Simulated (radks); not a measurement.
Results of a calculation; reference values are marked as such.
Question: Ionisation of Pm+, [Xe] 4f5 6s1, to Pm2+, [Xe] 4f5, under several functionals. Scalar-relativistic Kohn-Sham, spin-polarised, spherical densities, point nucleus; open shells are filled with parallel spins first (spin-orbit coupling, left out, can overturn this in heavy ions); a radial shooting solver on a logarithmic mesh with Libxc functionals. The NIST Atomic Spectra Database gives 10.94 eV (semi-empirical). Rank these functionals by the error of their Delta-SCF ionisation energy: PW91; BP86; BLYP; exchange-only PBE; RPBE; XLYP; B86b exchange with PBE correlation; AM05; LDA (Slater exchange, Perdew-Wang correlation).

Answer: From best to worst: exchange-only PBE 10.942 eV (+0.004); RPBE 11.119 eV (+0.181); AM05 11.121 eV (+0.183); B86b exchange with PBE correlation 11.229 eV (+0.291); BLYP 11.240 eV (+0.302); PW91 11.255 eV (+0.317); BP86 11.270 eV (+0.332); XLYP 11.286 eV (+0.348); LDA (Slater exchange, Perdew-Wang correlation) 11.399 eV (+0.461). Open shells are spherical and high-spin; term and fine-structure splittings are not resolved. Spin-orbit splitting is averaged out at the scalar-relativistic level.
